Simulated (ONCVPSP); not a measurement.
# Pseudopotential generation for aluminium (Al): ONCV, LDA (Perdew-Zunger), scalar-relativistic.

- Element: aluminium
- Generator: ONCVPSP 4.0.1
- Type: optimised norm-conserving Vanderbilt (ONCV)
- Functional: LDA (Perdew-Zunger)
- Relativity: scalar-relativistic
- Frozen core: [Ne]
- Valence charge: 3
- Reference configuration: 3s2 (charge +1)
- Partial waves: 3s: rc 1.75 bohr, ncon 4, nbas 8, qcut 3.9 1/bohr, 1 projector; p scattering state at 0.06 Ha: rc 1.65 bohr, ncon 4, nbas 8, qcut 4.2 1/bohr, 2 projectors, debl 2.7 Ha
- Local potential: polynomial inside 1.25 bohr (lpopt 3, dvloc0 0 Ha)
- Core correction: Teter function fitted to the true core (icmod 2), fcfact 0.65

In the p channel the program set the typed energies aside and used 0.050, 2.750 Ha.

All-electron outer shells of the reference configuration (LDA (Perdew-Zunger), scalar-relativistic, ld1.x):

| shell | level (eV) | outermost node (bohr) | outermost maximum (bohr) |
| --- | --- | --- | --- |
| 2p | -78.09 | – | 0.43 |
| 3s | -14.92 | 0.80 | 2.01 |

Calculated quality:

* Cutoffs needed: 6.1 Ha and 7.9 Ha (the cutoffs (Ha) at which the residual kinetic energy of the hardest occupied pseudo-wave falls to 1 and 0.1 mHa per electron) The cutoffs count occupied waves only; projector 2 of the p channel, the hardest unoccupied one, needs 92 Ha at the loose tolerance.
* Ghost test: no bound ghost flagged; GHOST(+) flagged for s at 26.2 eV
* Largest excitation error: +15 meV (all-electron minus pseudo) for 3s1, out of 4 test configurations
* rms error of d²Exc/dni dnj: 8.06 mHa without and 1.26 mHa with the model core

Generation and tests took about 1.8 s on one core of a shared server CPU.
